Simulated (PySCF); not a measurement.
Au₂H₂S₂Si, SMILES [Au][S][SiH2][S][Au], multiplicity 1. Heavy atoms are numbered as in [Au:1][S:2][SiH2:3][S:4][Au:5]. Hydrogens are named by the atom that carries them.

Geometry: B3LYP-D3(BJ)/def2-SVP. The spin state was assumed, not searched. The def2 effective core potentials stand for the cores of Au; spin–orbit coupling is left out. One conformer was computed; it need not be the lowest.

Computed with ωB97X/def2-TZVP (PySCF).

ESP charges are fitted to the potential on shells at 1.4 to 2.0 van der Waals radii. Atomic charges (e), one atom of each kind:

| atom | ESP fit | Löwdin |
|---|---|---|
| Au1 | 0.34 | ___ |
| S2 | -0.34 | ___ |
| Si3 (SiH2) | 0.11 | ___ |
| H on Si3 | -0.06 | ___ |

**Question.** Fill in the missing entries. (The exact figures need the calculation; the answer reports its results.)

**Answer.** 
- Au1, Löwdin: 0.11
- S2, Löwdin: 0.07
- Si3 (SiH2), Löwdin: -0.28
- H on Si3, Löwdin: -0.04
